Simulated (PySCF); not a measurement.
**Excitation energy of B⁺ by level of theory**

B⁺ [He] 2s2 (1S) → B⁺ [He] 2s1 2p1 (3P), as a difference of total energies. All numbers are calculated (PySCF 2.14, scalar relativity by spin-free X2C-1e, in x2c-QZVPPall). Correlated levels: valence and next inner shell: nothing frozen. The calculations carry no spin-orbit coupling.

| method | excitation energy (cm⁻¹) | error (cm⁻¹) |
| --- | --- | --- |
| UHF | 25311 | -12039 |
| MP2 (valence and next inner shell) | 32775 | -4575 |
| SCS-MP2 (valence and next inner shell) | 34940 | -2410 |
| CCSD (valence and next inner shell) | 37180 | -170 |
| CCSD(T) (valence and next inner shell) | 37263 | -87 |

Reference: 37350 cm⁻¹ (measured; NIST levels, between the centres of gravity of the two terms).

Errors of the correlated levels include the incompleteness of this basis.

The basis was made for the ground configuration and has no added diffuse functions, so the excitation energy can come out too high.
